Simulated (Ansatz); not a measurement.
```yaml
crystal:
  periodic: [false, false, false]
  atoms:
    - {symbol: C, position_ang: [-1.692604, 0.878660, 0.529578]}
    - {symbol: N, position_ang: [-1.093547, 0.024874, -0.174478]}
    - {symbol: Si, position_ang: [0.597000, 0.067308, -0.536584]}
    - {symbol: N, position_ang: [1.220090, -1.439580, -0.095079]}
    - {symbol: F, position_ang: [1.307857, 1.280854, 0.242275]}
    - {symbol: H, position_ang: [-2.771732, 0.790153, 0.704048]}
    - {symbol: H, position_ang: [-1.203050, 1.741623, 1.004794]}
    - {symbol: H, position_ang: [0.816953, 0.368168, -1.964978]}
    - {symbol: H, position_ang: [2.178014, -1.709104, -0.233249]}
    - {symbol: H, position_ang: [0.724219, -2.054155, 0.526571]}
basis:
  gaussian: {orbitals: x2c-TZVPPall}
magnetization: {spin_polarized: true, initial_magnetization: 1}
hamiltonian: {xc: {name: r2SCAN0}, dispersion: d4}
output: {forces: true}
```

```sh
$ ansatz run in.yaml --threads 4 --pin off --events-out ev --progress --plain --max-ram 10444MiB
```

Shortened log:

```
Error: a molecule whose nuclei and cores have a total charge of 48 cannot have a net charge of 0 together with 1 unpaired electrons
```

Q: Something in this input is off. What?

A: The number of unpaired electrons doesn't fit the electron count. The program refused the input.
